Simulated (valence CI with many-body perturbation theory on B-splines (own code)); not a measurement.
Which ion has this spectrum?

A relativistic CI+MBPT calculation for an atom or ion with 7 electrons gives these levels (× 10³ cm⁻¹):

```tsv
J	Parity	E	g
3/2	odd	0.00	1.32
3/2	odd	7049.7	1.44
5/2	odd	7231.8	1.17
1/2	odd	7590.8	0.63
5/2	even	9446.7	1.45
1/2	even	10193	2.02
3/2	even	10204	1.18
3/2	odd	14655	1.29
3/2	even	16693	1.58
5/2	even	17006	1.28
1/2	even	17445	1.36
3/2	even	17521	1.02
3/2	odd	20166	1.31
1/2	even	24633	1.86
```

The energies are calculated, and their last digits are not significant.

Question: Which is it?
A. Gd57+
B. Tm62+
C. Ho60+
D. Yb63+

Answer: C. Ho60+, ground level (2s^2 2p1/2^2 2p3/2) J=3/2.
